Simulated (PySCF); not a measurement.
C4H4S, charge +1, doublet, at a GFN2-xTB geometry (a state made from the parent by changing its charge; the spin is typed, not shown lowest), with bond 7-2 at 1.3 times its length; PBE/STO-3G in PySCF.

PySCF was given this input:
```python
from pyscf import gto, scf, dft

mol = gto.M(
    atom='''
C     0.370399   -1.391271    0.160369
C    -1.004495   -1.070424    0.213372
C    -1.230568    0.253898    0.051892
S     0.313475    1.156049   -0.176609
C     1.182588   -0.261496   -0.047527
H     0.764030   -2.390015    0.266578
H    -2.012450   -2.021928    0.411068
H    -2.164057    0.787291    0.045643
H     2.256731   -0.275940   -0.120553
''',
    basis='sto-3g',
    charge=1,
    spin=1,
    verbose=4,
)

mf = dft.UKS(mol)
mf.xc = 'pbe'
mf.conv_tol = 1e-12
mf.kernel()
mf.analyze()
```

What the program printed (banner, timings and long lists left out):

```
PySCF version 2.14.0

[INPUT] verbose = 4
[INPUT] num. atoms = 9
[INPUT] num. electrons = 43
[INPUT] charge = 1
[INPUT] spin (= nelec alpha-beta = 2S) = 1
[INPUT] symmetry False subgroup None
[INPUT] Mole.unit = angstrom
[INPUT] Symbol           X                Y                Z      unit          X                Y                Z       unit  Magmom
[INPUT]  1 C      0.370399000000  -1.391271000000   0.160369000000 AA    0.699952666813  -2.629121155050   0.303053488870 Bohr   0.0
[INPUT]  2 C     -1.004495000000  -1.070424000000   0.213372000000 AA   -1.898220443495  -2.022808197161   0.403214642651 Bohr   0.0
[INPUT]  3 C     -1.230568000000   0.253898000000   0.051892000000 AA   -2.325436497654   0.479797683575   0.098061668056 Bohr   0.0
[INPUT]  4 S      0.313475000000   1.156049000000  -0.176609000000 AA    0.592381896898   2.184615996577  -0.333742641133 Bohr   0.0
[INPUT]  5 C      1.182588000000  -0.261496000000  -0.047527000000 AA    2.234767438197  -0.494155822669  -0.089813013522 Bohr   0.0
[INPUT]  6 H      0.764030000000  -2.390015000000   0.266578000000 AA    1.443807450951  -4.516473783602   0.503759410834 Bohr   0.0
[INPUT]  7 H     -2.012450000000  -2.021928000000   0.411068000000 AA   -3.802979339381  -3.820890163590   0.776805938573 Bohr   0.0
[INPUT]  8 H     -2.164057000000   0.787291000000   0.045643000000 AA   -4.089475047948   1.487764370335   0.086252769504 Bohr   0.0
[INPUT]  9 H      2.256731000000  -0.275940000000  -0.120553000000 AA    4.264603526816  -0.521451026812  -0.227812153495 Bohr   0.0

nuclear repulsion = 200.310839412641
number of shells = 21
number of NR pGTOs = 99
number of NR cGTOs = 33
basis = sto-3g
ecp = {}

******** <class 'pyscf.dft.uks.UKS'> ********
method = UKS
initial guess = minao
damping factor = 0
level_shift factor = 0
DIIS = <class 'pyscf.scf.diis.CDIIS'>
diis_start_cycle = 1
diis_space = 8
diis_damp = 0
SCF conv_tol = 1e-12
SCF conv_tol_grad = None
SCF max_cycles = 50
direct_scf = True
direct_scf_tol = 1e-13
number electrons alpha = 22  beta = 21
XC library pyscf.dft.libxc version 7.1.2
    S. Lehtola, C. Steigemann, M. J. T. Oliveira, and M. A. L. Marques,  SoftwareX 7, 1–5 (2018)
XC functionals = pbe
    J. P. Perdew, K. Burke, and M. Ernzerhof,  Phys. Rev. Lett. 77, 3865 (1996)
    J. P. Perdew, K. Burke, and M. Ernzerhof,  Phys. Rev. Lett. 78, 1396 (1997)
    J. P. Perdew, K. Burke, and M. Ernzerhof,  Phys. Rev. Lett. 77, 3865 (1996)
    J. P. Perdew, K. Burke, and M. Ernzerhof,  Phys. Rev. Lett. 78, 1396 (1997)
radial grids:
    Treutler-Ahlrichs [JCP 102, 346 (1995); DOI:10.1063/1.469408] (M4) radial grids

becke partition: Becke, JCP 88, 2547 (1988); DOI:10.1063/1.454033
pruning grids: <function nwchem_prune>
grids dens level: 3
symmetrized grids: False
atomic radii adjust function: <function treutler_atomic_radii_adjust>
small_rho_cutoff = 0
Set gradient conv threshold to 1e-06
tot grids = 114584
init E= -546.750782045032

cycle= 1 E= -546.034223393361  delta_E= 0.717  |g|= 0.122  |ddm|= 3.07
cycle= 2 E= -546.019112666957  delta_E= 0.0151  |g|= 0.193  |ddm|= 0.57
cycle= 3 E= -546.041661269046  delta_E= -0.0225  |g|= 0.079  |ddm|= 0.484
cycle= 4 E= -546.045118800758  delta_E= -0.00346  |g|= 0.0457  |ddm|= 0.28
cycle= 5 E= -546.046662943176  delta_E= -0.00154  |g|= 0.0082  |ddm|= 0.111
cycle= 6 E= -546.046676284771  delta_E= -1.33e-05  |g|= 0.00963  |ddm|= 0.0417
cycle= 7 E= -546.046739212327  delta_E= -6.29e-05  |g|= 0.00373  |ddm|= 0.0152
cycle= 8 E= -546.046750459157  delta_E= -1.12e-05  |g|= 0.0018  |ddm|= 0.00829
cycle= 9 E= -546.046753090267  delta_E= -2.63e-06  |g|= 0.000744  |ddm|= 0.00338
cycle= 10 E= -546.04675348222  delta_E= -3.92e-07  |g|= 0.000286  |ddm|= 0.00136
cycle= 11 E= -546.046753552014  delta_E= -6.98e-08  |g|= 0.000125  |ddm|= 0.000551
cycle= 12 E= -546.046753566492  delta_E= -1.45e-08  |g|= 2.7e-05  |ddm|= 0.000279
cycle= 13 E= -546.046753567234  delta_E= -7.42e-10  |g|= 3.69e-06  |ddm|= 6.67e-05
cycle= 14 E= -546.046753567258  delta_E= -2.36e-11  |g|= 2.97e-06  |ddm|= 1.86e-05
cycle= 15 E= -546.046753567264  delta_E= -5.68e-12  |g|= 1.07e-06  |ddm|= 6.45e-06
cycle= 16 E= -546.046753567267  delta_E= -3.64e-12  |g|= 4.28e-07  |ddm|= 3.35e-06
cycle= 17 E= -546.046753567265  delta_E= 2.27e-12  |g|= 1.67e-07  |ddm|= 8.58e-07
cycle= 18 E= -546.046753567268  delta_E= -2.96e-12  |g|= 6.66e-08  |ddm|= 3.49e-07
cycle= 19 E= -546.046753567265  delta_E= 2.5e-12  |g|= 4.48e-08  |ddm|= 5.57e-08
cycle= 20 E= -546.046753567265  delta_E= 2.27e-13  |g|= 1.67e-08  |ddm|= 7.49e-08
Extra cycle  E= -546.046753567266  delta_E= -1.36e-12  |g|= 4.77e-08  |ddm|= 1.38e-07
converged SCF energy = -546.046753567266  <S^2> = 0.75939518  2S+1 = 2.0093732
**** SCF Summaries ****
Total Energy =                        -546.046753567266478
Nuclear Repulsion Energy =             200.310839412641087
One-electron Energy =                -1137.593418945819394
Two-electron Energy =                  391.235825965911772
Two-electron Coulomb Energy =          439.271980154162407
DFT Exchange-Correlation Energy =      -48.036154188250649
**** MO energy ****
                             alpha | beta                alpha | beta
MO #1   energy= -87.3287093811656  | -87.3283395571248  occ= 1 | 1
MO #2   energy= -10.0183590968527  | -10.014803436989   occ= 1 | 1
MO #3   energy= -10.0112004365913  | -10.0065466026512  occ= 1 | 1
MO #4   energy= -10.0087522262649  | -10.0025067217371  occ= 1 | 1
MO #5   energy= -9.98013685732219  | -9.98174964428019  occ= 1 | 1
MO #6   energy= -7.7301595392704   | -7.72967836384362  occ= 1 | 1
MO #7   energy= -5.74983393654959  | -5.74970942648364  occ= 1 | 1
MO #8   energy= -5.74261700731022  | -5.74251244736361  occ= 1 | 1
MO #9   energy= -5.73612519769555  | -5.73457672202116  occ= 1 | 1
MO #10  energy= -1.04589513360755  | -1.03639356018082  occ= 1 | 1
MO #11  energy= -0.890925456927611 | -0.886105240138289 occ= 1 | 1
MO #12  energy= -0.879531815857849 | -0.862881878076272 occ= 1 | 1
MO #13  energy= -0.723441404075871 | -0.714925573782554 occ= 1 | 1
MO #14  energy= -0.704451810509545 | -0.697577599325524 occ= 1 | 1
MO #15  energy= -0.654863591887441 | -0.650734166544012 occ= 1 | 1
MO #16  energy= -0.579335776955988 | -0.574556784269729 occ= 1 | 1
MO #17  energy= -0.558180339752841 | -0.554569521242957 occ= 1 | 1
MO #18  energy= -0.556363934182393 | -0.533137443011813 occ= 1 | 1
MO #19  energy= -0.519064393507272 | -0.515659240435229 occ= 1 | 1
MO #20  energy= -0.482897152102161 | -0.480907353340276 occ= 1 | 1
MO #21  energy= -0.430352691102505 | -0.415005293723329 occ= 1 | 1
MO #22  energy= -0.420133297167054 | -0.385098633005554 occ= 1 | 0
MO #23  energy= -0.235625111153507 | -0.201284352500909 occ= 0 | 0
MO #24  energy= -0.134810631399502 | -0.126593396766787 occ= 0 | 0
MO #25  energy= -0.13105705939444  | -0.108551419944014 occ= 0 | 0
MO #26  energy= -0.0448061321382462 | -0.0437295219067845 occ= 0 | 0
MO #27  energy= -0.0104992330362593 | -0.00240619546482485 occ= 0 | 0
MO #28  energy= 0.121125779531785  | 0.13028890079045   occ= 0 | 0
MO #29  energy= 0.141307744411327  | 0.147270756653297  occ= 0 | 0
MO #30  energy= 0.180228402299722  | 0.19473375395398   occ= 0 | 0

To work with the spin densities directly, `use mulliken_meta_spin()` only printing them here.

 ** Mulliken spin pop alpha/beta on meta-lowdin orthogonal AOs **
 ** Mulliken Spin Density (per AO)  **
spin_pop of  0 C 1s       -0.00001
spin_pop of  0 C 2s        0.01257
spin_pop of  0 C 2px       0.00786
spin_pop of  0 C 2py       0.00947
spin_pop of  0 C 2pz       0.30688
spin_pop of  1 C 1s        0.00000
spin_pop of  1 C 2s       -0.00850
spin_pop of  1 C 2px      -0.00865
spin_pop of  1 C 2py      -0.01119
spin_pop of  1 C 2pz      -0.07138
spin_pop of  2 C 1s       -0.00001
spin_pop of  2 C 2s        0.01919
spin_pop of  2 C 2px       0.01308
spin_pop of  2 C 2py       0.01751
spin_pop of  2 C 2pz       0.39932
spin_pop of  3 S 1s        0.00000
spin_pop of  3 S 2s        0.00000
spin_pop of  3 S 3s        0.00146
spin_pop of  3 S 2px      -0.00001
spin_pop of  3 S 2py      -0.00001
spin_pop of  3 S 2pz       0.00005
spin_pop of  3 S 3px      -0.01258
spin_pop of  3 S 3py      -0.00656
spin_pop of  3 S 3pz       0.09795
spin_pop of  4 C 1s       -0.00000
spin_pop of  4 C 2s        0.00853
spin_pop of  4 C 2px       0.00491
spin_pop of  4 C 2py       0.00524
spin_pop of  4 C 2pz       0.24473
spin_pop of  5 H 1s       -0.01090
spin_pop of  6 H 1s        0.00399
spin_pop of  7 H 1s       -0.01431
spin_pop of  8 H 1s       -0.00863
 ** Mulliken Spin Density (per atom)  **
spin density of  0 C =      0.33677
spin density of  1 C =     -0.09972
spin density of  2 C =      0.44908
spin density of  3 S =      0.08030
spin density of  4 C =      0.26341
spin density of  5 H =     -0.01090
spin density of  6 H =      0.00399
spin density of  7 H =     -0.01431
spin density of  8 H =     -0.00863
 ** Mulliken pop alpha/beta on meta-lowdin orthogonal AOs **
 ** Mulliken pop       alpha | beta **
pop of  0 C 1s        0.99980 | 0.99980
pop of  0 C 2s        0.53887 | 0.52630
pop of  0 C 2px       0.50406 | 0.49620
pop of  0 C 2py       0.52665 | 0.51719
pop of  0 C 2pz       0.57674 | 0.26986
pop of  1 C 1s        0.99981 | 0.99981
pop of  1 C 2s        0.54236 | 0.55086
pop of  1 C 2px       0.48974 | 0.49839
pop of  1 C 2py       0.48914 | 0.50033
pop of  1 C 2pz       0.43771 | 0.50909
pop of  2 C 1s        0.99982 | 0.99982
pop of  2 C 2s        0.57667 | 0.55747
pop of  2 C 2px       0.50722 | 0.49414
pop of  2 C 2py       0.51581 | 0.49830
pop of  2 C 2pz       0.63776 | 0.23845
pop of  3 S 1s        1.00000 | 1.00000
pop of  3 S 2s        0.99973 | 0.99973
pop of  3 S 3s        0.89939 | 0.89794
pop of  3 S 2px       0.99937 | 0.99938
pop of  3 S 2py       0.99942 | 0.99943
pop of  3 S 2pz       0.99979 | 0.99974
pop of  3 S 3px       0.48137 | 0.49395
pop of  3 S 3py       0.61495 | 0.62151
pop of  3 S 3pz       0.77145 | 0.67351
pop of  4 C 1s        0.99981 | 0.99981
pop of  4 C 2s        0.56506 | 0.55653
pop of  4 C 2px       0.54111 | 0.53620
pop of  4 C 2py       0.49015 | 0.48491
pop of  4 C 2pz       0.56775 | 0.32302
pop of  5 H 1s        0.43339 | 0.44430
pop of  6 H 1s        0.43416 | 0.43017
pop of  7 H 1s        0.43013 | 0.44444
pop of  8 H 1s        0.43082 | 0.43945
In total            22.00000 | 21.00000
 ** Mulliken atomic charges   ( Nelec_alpha | Nelec_beta ) **
charge of  0C =      0.04454  (     3.14611      2.80934 )
charge of  1C =     -0.01725  (     2.95877      3.05849 )
charge of  2C =     -0.02546  (     3.23727      2.78819 )
charge of  3S =      0.54937  (     7.76547      7.68517 )
charge of  4C =     -0.06434  (     3.16388      2.90046 )
charge of  5H =      0.12231  (     0.43339      0.44430 )
charge of  6H =      0.13567  (     0.43416      0.43017 )
charge of  7H =      0.12543  (     0.43013      0.44444 )
charge of  8H =      0.12973  (     0.43082      0.43945 )

WARN: System has nonzero charge 1; the dipole moment is origin-dependent.
Location of origin: [0. 0. 0.]

Dipole moment(X, Y, Z, Debye): -0.18190, -0.85074,  0.12657
```
